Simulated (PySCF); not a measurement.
HP, SMILES [PH], multiplicity 3.

Coordinates come from a PBE0-D3(BJ)/def2-TZVPD optimisation.

The numbers are results of ωB97X/def2-TZVPD in PySCF, not measurements.

Isolated molecule, no solvent.

```json
{
 "total_energy": "-341.87546 hartree",
 "point_group": "C∞v",
 "α spin, highest occupied and lowest empty level": "-9.64 and 2.18 eV",
 "β spin, highest occupied and lowest empty level": "-11.44 and -1.12 eV",
 "dipole_moment": "0.50 D",
 "mean_static_polarisability": "27.3 bohr³ (4.04 Å³)",
 "polarisability_principal_values": "26.0, 26.0, 29.8 bohr³",
 "⟨S²⟩": "2.007 (pure state 2.00)"
}
```
